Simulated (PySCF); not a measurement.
**From computed data to an observable: oscillator strength and radiative lifetime**

AlF2H3OSi, SMILES [O]([SiH3])[Al]([F])[F].

Geometry optimised at B3LYP-D3(BJ)/def2-SVP. The structure was generated by enumeration; whether it is a known compound was not checked. One conformer was computed; it need not be the lowest.

TDA-ωB97X/def2-SVPD (PySCF) puts the first singlet state with f over 0.02 at 9.19 eV (vertical), with the transition dipole (-0.265, -0.494, -0.167) in atomic units.

**Question.** Find the oscillator strength, the wavelength and the radiative lifetime that this transition would have in vacuum if emission retraced absorption.

**Answer.** 
|μ|² = 0.3422 au, so |μ| = 1.49 D. ΔE = 9.19/27.211 = 0.3377 hartree. f = (2/3) ΔE |μ|² = 0.077 (the program prints 0.077).
λ = 1239.84/9.19 = 135 nm; ν = 74122 cm⁻¹.
Einstein's coefficient A = 0.6670 ν² f s⁻¹ (ν in cm⁻¹) = 2.8e8 s⁻¹, so τ = 1/A = 3.5 ns. This state is S7; the lower singlets have f = 0.005, 0.007, 0.007, 0.010, 0.007, 0.002. The figure is the radiative limit of this one transition; relaxation, internal conversion, crossing to triplets and a medium change what is measured.
